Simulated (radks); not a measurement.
The numbers below are computed, except where a source is named.
Task: All-electron atom: Ce4+ in [Xe] (the NIST ground configuration). Level of theory: Dirac Kohn-Sham, BLYP, spin-unpolarised, spherical densities, finite nucleus; Fermi nuclear charge, rms radius 4.8771 fm (a radial shooting solver on a logarithmic mesh with Libxc functionals). Some entries of the table are withheld. Estimate them.

orbital,occ.,eigenvalue (hartree),<r> (bohr),r(max) (bohr)
1s1/2,2,-1480.269,0.02457,0.01574
2s1/2,2,-238.2998,0.1047,0.08922
2p1/2,2,-225.1011,0.08794,0.06797
2p3/2,4,-208.6849,0.09415,0.07323
3s1/2,2,-52.63115,0.2784,0.2549
3p1/2,2,(1),0.2681,0.2416
3p3/2,4,(2),0.2803,0.2530
3d3/2,4,-34.02679,0.2514,0.2033
3d5/2,6,-33.33453,0.2552,0.2066
4s1/2,2,-11.93651,0.6353,0.5925
4p1/2,2,-9.85468,0.6533,(3)
4p3/2,4,-9.15339,0.6802,(4)
4d3/2,4,-5.72836,0.7316,0.6451
4d5/2,6,-5.60423,0.7410,0.6529
5s1/2,2,(5),(6),1.343
5p1/2,2,(7),1.601,1.451
5p3/2,4,(8),1.665,1.509

Result: 
(1) 3p1/2 eigenvalue (hartree): -47.03900
(2) 3p3/2 eigenvalue (hartree): -43.81437
(3) 4p1/2 r(max) (bohr): 0.6015
(4) 4p3/2 r(max) (bohr): 0.6256
(5) 5s1/2 eigenvalue (hartree): -2.88807
(6) 5s1/2 <r> (bohr): 1.459
(7) 5p1/2 eigenvalue (hartree): -2.28067
(8) 5p3/2 eigenvalue (hartree): -2.16125
